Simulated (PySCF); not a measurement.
# Telling isomers of C7H11ClSi2 apart by NMR

Gas phase, averaged over atoms made equivalent by symmetry, fast rotation or ring inversion, a single conformation, non-relativistic Hamiltonian. Structure optimised with GFN2-xTB; NMR shieldings at PBE0/pcSseg-1/GIAO; PySCF 2.14.0 with density-fitted response routines.

References, each an isolated molecule treated in the same way: TMS for ¹H and ¹³C. Where no couplings were computed, multiplicities follow the n + 1 count of equivalent neighbours, and m marks all less simple cases (inequivalent or close neighbours, rings, F or P nearby). Shifts are as computed. Against solution values, carbons near 30 ppm lie about +3 ppm off and those near 130 ppm about +5 ppm; carbons on Cl a further +6 ppm. Of 1211 compounds with measured shifts, 218 miss one by over three times the rms of a fit or turn the order of signals round; such compounds aren't used in these exercises. Carbons bonded to Cl come out too deshielded.

(1) Tabulate the signals of `ClC1=C[Si@@H](C2CC2)C=C[SiH2]1`, `CC#C[C@H]1[SiH2][SiH2]CC=C1Cl`, `C#C[Si@@H](C#C[SiH2]Cl)C(C)C`, `C=C(C)[Si@H]1C=C[SiH2]C(Cl)=C1` and their relative energies.

(2) What is the quickest way to tell CC#C[C@H]1[SiH2][SiH2]CC=C1Cl from C=C(C)[Si@H]1C=C[SiH2]C(Cl)=C1?

(3) What is the quickest way to tell ClC1=C[Si@@H](C2CC2)C=C[SiH2]1 from C=C(C)[Si@H]1C=C[SiH2]C(Cl)=C1?

(4) What is the quickest way to tell ClC1=C[Si@@H](C2CC2)C=C[SiH2]1 from C#C[Si@@H](C#C[SiH2]Cl)C(C)C?

Answers

(1) 
```tsv
SMILES	carbon types	δC	δH	E rel. (kcal/mol)
ClC1=C[Si@@H](C2CC2)C=C[SiH2]1	1×C 4×CH 2×CH2	157.0, 156.5, 151.4, 147.9, 3.1, 3.0, -1.5	7.55 (m, 1H), 7.31 (d, 1H), 7.18 (m, 1H), 4.62 (m, 1H), 4.60 (m, 1H), 4.21 (m, 1H), 0.75 (m, 1H), 0.72 (m, 1H), 0.34 (m, 1H), 0.33 (m, 1H), -0.25 (m, 1H)	2.3
CC#C[C@H]1[SiH2][SiH2]CC=C1Cl	3×C 2×CH 1×CH2 1×CH3	141.3, 133.5, 87.2, 82.0, 24.8, 12.5, 4.7	6.23 (m, 1H), 4.02 (m, 1H), 4.01 (m, 1H), 3.99 (m, 1H), 3.67 (m, 1H), 3.46 (m, 1H), 2.41 (m, 1H), 2.13 (m, 1H), 2.00 (s, 3H)	20.2
C#C[Si@@H](C#C[SiH2]Cl)C(C)C	3×C 2×CH 2×CH3	118.0, 115.2, 104.1, 86.5, 20.5, 19.7, 19.5	5.29 (m, 1H), 5.26 (m, 1H), 4.74 (m, 1H), 1.94 (d, 1H), 1.37 (m, 3H), 1.22 (m, 1H), 1.22 (m, 3H)	5.9
C=C(C)[Si@H]1C=C[SiH2]C(Cl)=C1	2×C 3×CH 1×CH2 1×CH3	157.7, 157.0, 152.6, 152.5, 147.1, 135.5, 24.6	7.46 (m, 1H), 7.31 (m, 1H), 7.17 (d, 1H), 6.07 (br s, 1H), 5.79 (br s, 1H), 4.96 (m, 1H), 4.66 (m, 1H), 4.62 (m, 1H), 1.90 (s, 3H)	0.0
```

Energies are electronic energies at PBE0/pcSseg-1 on these geometries, without zero-point or thermal terms, each for the one conformer computed, which needn't be the lowest.

(2) Both give the same number of carbon signals, but DEPT or the intensities differ. The first has an alkyne carbon (C) at 87.2 ppm, the second a terminal =CH2 carbon at 135.5 ppm. Their most deshielded carbons lie at 141.3 and 157.7 ppm. In the proton spectra the most deshielded non-exchanging signals are 6.23 (m, 1H) and 7.46 (m, 1H).

(3) Both give the same number of carbon signals, but DEPT or the intensities differ. The first has a three-membered-ring carbon (CH2) at 3.1 ppm, the second a terminal =CH2 carbon at 135.5 ppm. Their most deshielded carbons lie at 157.0 and 157.7 ppm.

(4) Both give the same number of carbon signals, but DEPT or the intensities differ. The first has a three-membered-ring carbon (CH2) at 3.1 ppm, the second an alkyne carbon (C) at 86.5 ppm. Their most deshielded carbons lie at 157.0 and 118.0 ppm. In the proton spectra the most deshielded non-exchanging signals are 7.55 (m, 1H) and 5.29 (m, 1H).
